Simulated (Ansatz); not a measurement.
A search over several starts for the lowest SCF solution of Si₃O₄⁻ at the given spin, in a small basis.

```yaml
crystal:
  periodic: [false, false, false]
  atoms:
    - {symbol: Si, position_ang: [0.619967, 0.391138, 1.024405]}
    - {symbol: Si, position_ang: [-0.706461, -1.939424, -0.562330]}
    - {symbol: Si, position_ang: [-0.679464, 1.065597, -1.726065]}
    - {symbol: O, position_ang: [-0.957647, -0.603860, -1.581459]}
    - {symbol: O, position_ang: [0.159035, -1.150502, 0.770265]}
    - {symbol: O, position_ang: [1.382225, 0.870659, 2.280077]}
    - {symbol: O, position_ang: [0.182355, 1.366373, -0.204892]}
basis:
  gaussian: {orbitals: def2-SVP, initial_orbitals: start.molden}
total_charge: -1
magnetization: {spin_polarized: true, initial_magnetization: 1}
hamiltonian: {xc: pbe, dispersion: d4}
output: {orbitals: {seedname: orbitals}}
```

The file start.molden holds the orbitals of an earlier run on this structure, at another level or in another basis.

```sh
$ ansatz run in.yaml --threads 4 --pin off --events-out ev --progress --plain --max-ram 4787MiB
```

It prints (some lines left out):

```
Functional definition: PBE
1160 factors; their error is unknown
mean field evaluation 1: about -31686.3680 eV, gradient 2.3e2 eV
mean field evaluation 2: about -31732.7347 eV, gradient 6.0e1 eV
mean field evaluation 4: about -31783.7420 eV, gradient 2.1e1 eV
mean field evaluation 8: about -31791.9037 eV, gradient 1.2e1 eV
mean field evaluation 16: about -31793.0897 eV, gradient 1.7e-5 eV
mean field evaluation 32: about -31793.0897 eV, gradient 3.3e-3 eV
mean field -31793.08966722 eV, -1168.3744951402 hartree, gradient 1.7e-5 eV, S^2 0.756673; 3 other end points of the search recorded, 0 dependent functions left out
reference -31793.08970266 eV, -1168.3744964427 hartree; 38, 37 occupied and 72, 73 virtual orbitals, 1160 factors
Total energy: -31793.45971732 eV, -1168.3880942305 hartree
```

Hardware: 4 threads of Intel Xeon on a shared host. Wall time 11 s.

Other converged states that the search met: 0.79 eV higher (⟨S²⟩ = 0.75).

The highest occupied level of the charge -1 doublet lies above zero (up to 1.24 eV). The electron is either unbound and held by the finite basis, or the level is raised by self-interaction error. The structure comes from a short search, and lower isomers may exist.
